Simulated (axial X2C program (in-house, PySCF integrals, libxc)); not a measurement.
# InSe at several levels of theory

Calculated with an in-house relativistic program for diatomic molecules. Spin-free means the one-electron spin-free X2C Hamiltonian. Basis: In dyall-cv3z [11s12p9d4f1g], Se dyall-cv3z [8s9p6d4f1g] (cores contracted in-house); Gaussian nuclei, density fitting, unrestricted open shells. Masses: In 114.904 u, Se 79.917 u.

The run was started with this input:
```json
{"zs": [49, 34], "q": 0, "bas": ["dyall-cv3z", "dyall-cv3z"], "levels": ["PBE0", "HF", "B3LYP"], "cc": true, "r0": 2.43, "thr": -1.0, "nmax": 90, "npts": 10, "nst": 2, "ntry": 6}
```
```bash
python so2c.py task.json out
```

Keys: zs atomic numbers; q charge; bas basis sets; levels methods; cc coupled cluster on or off; r0 starting distance in Å; thr threshold in hartree for freezing inner shells (an s shell follows its p shell); nmax most natural virtual spinors; npts points on the curve; nst determinants followed; ntry starts of the search. HF also brings MP2.

State, spin-free: M_S = 1/2, Λ = 0 (beyond evenly filled blocks: σα); electrons by block: σα: 18, σβ: 17, π+α: 9, π+β: 9, π-α: 9, π-β: 9, δ+α: 3, δ+β: 3, δ-α: 3, δ-β: 3. Fragments: In + Se.

```json
{"Hamiltonian": "spin-free", "level": "PBE0", "Re (Å)": "2.391", "ωe (cm⁻¹)": "255.6", "Be (cm⁻¹)": "0.06255", "αe (cm⁻¹)": "0.000267", "De (eV)": "2.97", "k (mdyn/Å)": "1.81", "μ (D)": "-3.95"}
{"Hamiltonian": "spin-free", "level": "HF", "Re (Å)": "2.457", "ωe (cm⁻¹)": "209.6", "Be (cm⁻¹)": "0.05923", "αe (cm⁻¹)": "0.000279", "De (eV)": "1.45", "k (mdyn/Å)": "1.22", "μ (D)": "-4.73"}
{"Hamiltonian": "spin-free", "level": "MP2", "Re (Å)": "2.372", "ωe (cm⁻¹)": "271.8", "Be (cm⁻¹)": "0.06356", "αe (cm⁻¹)": "0.000361", "De (eV)": "2.81", "k (mdyn/Å)": "2.05", "μ (D)": "n/a"}
{"Hamiltonian": "spin-free", "level": "CCSD", "Re (Å)": "2.423", "ωe (cm⁻¹)": "247.5", "Be (cm⁻¹)": "0.0609", "αe (cm⁻¹)": "0.00027", "De (eV)": "2.59", "k (mdyn/Å)": "1.7", "μ (D)": "n/a"}
{"Hamiltonian": "spin-free", "level": "CCSD(T)", "Re (Å)": "2.417", "ωe (cm⁻¹)": "254.6", "Be (cm⁻¹)": "0.06123", "αe (cm⁻¹)": "0.000266", "De (eV)": "2.77", "k (mdyn/Å)": "1.8", "μ (D)": "n/a"}
{"Hamiltonian": "spin-free", "level": "B3LYP", "Re (Å)": "2.428", "ωe (cm⁻¹)": "237.9", "Be (cm⁻¹)": "0.06067", "αe (cm⁻¹)": "0.00027", "De (eV)": "2.88", "k (mdyn/Å)": "1.57", "μ (D)": "-3.89"}
```

Correlated methods: 9 electrons correlated (number of frozen shells: In 4 s, 3 p, 2 d; Se 3 s, 2 p, 1 d), 275 virtual spin orbitals or spinors in MP2, 90 natural virtuals in coupled cluster.

Dipoles are positive if Se is the positive end.

De is counted from the lowest determinant-based energies of the atoms at the same level, without counterpoise correction. CCSD and (T) use frozen natural virtuals with an MP2 correction for the truncation; (T) itself is uncorrected, so its De runs slightly low. The state is one determinant with fixed occupations, lowest in a PBE0 search at one distance only: followed along the bond, the 2c determinant Ω = 3/2 reaches 0.02 eV lower at PBE0, at Re = 2.632 Å, so the state shown is not the lowest. With the outer-core shells frozen, correlated bond lengths of heavy atoms tend to come out a few hundredths of an ångström too long. Spin-free De lacks the spin–orbit lowering of the heavy p-block atom, a tenth of an eV or more for 4p and 5p, up to an eV for 6p and one to two eV for 7p atoms, less what an open-shell molecule gains itself.

No reliable constants came from B3LYP (2c), CCSD (2c), CCSD(T) (2c), HF (2c), MP2 (2c), PBE0 (2c): no minimum in range, unconverged points, a curve that is not smooth, a change of character along it, or the two Hamiltonians disagreeing along it.

The whole task took 4 min on 1 thread of Arm Neoverse V1, with other jobs on the host.
